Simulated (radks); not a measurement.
Results of a calculation; reference values are marked as such.
All-electron atom: Xe XV in [Kr] 4d4 (the NIST ground configuration).

Code: a radial shooting solver on a logarithmic mesh with Libxc functionals. Model: Dirac Kohn-Sham, PBE, spin-unpolarised, spherical densities, point nucleus; open shells are shared between the two j in proportion to 2j + 1.

Energy parts (eV):
total: -200831.266
kinetic: 213508.767
electron-nucleus: -476023.947
Hartree: 66478.525
exchange-correlation: -4794.612

Orbitals (lengths in bohr, moments of r in powers of bohr; r(max) is where P^2 peaks):
orbital,occ.,eigenvalue (eV),<r>,r(max)
1s1/2,2,-34661.66,0.02665,0.01715
2s1/2,2,-5657.591,0.1141,0.09708
2p1/2,2,-5334.644,0.09617,0.07438
2p3/2,4,-5009.859,0.1020,0.07926
3s1/2,2,-1396.717,0.3050,0.2786
3p1/2,2,-1262.802,0.2949,0.2650
3p3/2,4,-1200.561,0.3064,0.2757
3d3/2,4,-965.9522,0.2768,0.2232
3d5/2,6,-952.7258,0.2804,0.2263
4s1/2,2,-475.9339,0.6836,0.6465
4p1/2,2,-426.3869,0.7004,0.6571
4p3/2,4,-412.0474,0.7216,0.6780
4d3/2,1.6,-329.8248,0.7582,0.6965
4d5/2,2.4,-327.1366,0.7647,0.7028
5s1/2,0,-227.9702,1.314,1.300
5p1/2,0,-208.5731,1.370,1.357
5p3/2,0,-203.9349,1.400,1.390

The highest occupied level is 4d5/2 at -327.14 eV. Summed over all electrons, <r^2> = 9.048 bohr^2, which gives a Langevin (diamagnetic) susceptibility term of -7.17 x 10^-6 cm^3/mol.
